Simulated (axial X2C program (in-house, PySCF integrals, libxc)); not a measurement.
# Bond lengths and stretching modes, held linear, of SInS

Calculated with an axial X2C code built on PySCF integrals: two-component X2C with atomic mean-field Coulomb and Gaunt terms, Gaussian nuclei, basis S dyall-av3z, In dyall-v3z with contracted cores. Spin-free rows use the one-electron spin-free X2C Hamiltonian.

Masses S 31.972, In 114.904, S 31.972 u. States: 2c Ω = 3/2 (beyond evenly filled blocks: ω = 3/2); spin-free M_S = 1/2, Λ = 1 (beyond evenly filled blocks: π+α, π+β, π-α).

PBE0, spin-free: energies above the lowest point

```tsv
r(S–In) (Å)	r(In–S) (Å)	E (meV)
2.1860	2.1860	67.87
2.1860	2.2420	28.69
2.1860	2.2980	35.20
2.2420	2.1860	28.69
2.2420	2.2420	0.00
2.2420	2.2980	16.79
2.2420	2.3541	66.60
2.2980	2.1860	35.20
2.2980	2.2420	16.79
2.2980	2.2980	44.15
2.3541	2.2420	66.60
2.3541	2.3541	175.45
```

Fit a quadratic surface with cubic terms in each bond: where is the minimum, and what are the two stretching wavenumbers?

At PBE0, spin-free: bonds 2.246 and 2.246 Å; harmonic stretches 380.8 and 387.2 cm⁻¹; force constants 2.29, 2.29 and coupling 0.53 mdyn/Å.

The other levels and Hamiltonians give:

```
Hamiltonian  level  r(S–In) (Å)  r(In–S) (Å)  lower stretch (cm⁻¹)  upper stretch (cm⁻¹)
         2c   PBE0        2.246        2.246                 379.5                 387.2
         2c    PBE        2.271        2.271                 363.3                 424.1
  spin-free    PBE        2.271        2.271                 363.4                 423.9
```

Each state is one determinant, the lowest of a limited PBE0 search; the stretches come from a fit to these few points and carry an uncertainty of a few per cent. Other orders of the atoms were not compared. Left out for rough or failed fits: HF 2c, MP2 2c, HF spin-free, MP2 spin-free. The molecule was held linear; bending was not examined, so a bent shape may lie lower. Note: functional without a current term on a determinant with orbital currents, of the molecule or an atom.
